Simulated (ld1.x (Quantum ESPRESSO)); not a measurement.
**ruthenium: PAW pseudisation with PBE, scalar-relativistic reference atom.**

Ru (Z = 44), PAW, made with ld1.x (Quantum ESPRESSO) 7.5 (PBE, scalar-relativistic). Core [Ar] 3d10, reference 4s2 4p6 4d7 5s0.5 5p0 (charge +0.5). Waves: 4s (bound): rcut 1.30, rcutus 1.60 bohr; 5s (bound): rcut 1.30, rcutus 1.60 bohr; 4p (bound): rcut 1.85, rcutus 2.15 bohr; 5p (bound, empty): rcut 1.85, rcutus 2.15 bohr; 4d (bound): rcut 1.65, rcutus 2.10 bohr; 4d channel at 0.95 Ry: rcut 1.65, rcutus 2.10 bohr. Local part: all-electron potential smoothed inside 1.40 bohr (lloc = -1). Core correction: Bessel-smoothed model core inside 0.85 bohr. Augmentation charge: GAUSS, radius 1.15 bohr.

All-electron outer shells of the reference configuration (PBE, scalar-relativistic, ld1.x):

| shell | level (eV) | outermost node (bohr) | outermost maximum (bohr) |
| --- | --- | --- | --- |
| 3d | -276.60 | – | 0.30 |
| 4s | -79.90 | 0.48 | 0.92 |
| 4p | -49.97 | 0.49 | 0.98 |
| 4d | -8.72 | 0.48 | 1.21 |
| 5s | -7.26 | 1.23 | 2.66 |
| 5p | -3.38 | 1.40 | 3.55 |

Results:

```json
{"Configuration tests": "test run stopped at test 1 of 7 (negative rho)", "Lowest eigenvalue of the overlap operator": "-1.39 (d channel); it is negative, so in a basis up to 400 Ry S is not positive definite and the file is unfit for use"}
```

The ghost test of this file was not conclusive. Its overlap operator is not positive definite in a basis up to 400 Ry (lowest eigenvalue p -0.48, d -1.39), so the file is unfit for use: the generalised eigenproblem breaks down once the basis is large enough, and its test numbers describe a broken file.

Generation and tests took about 0.97 s on one core of a shared server CPU.
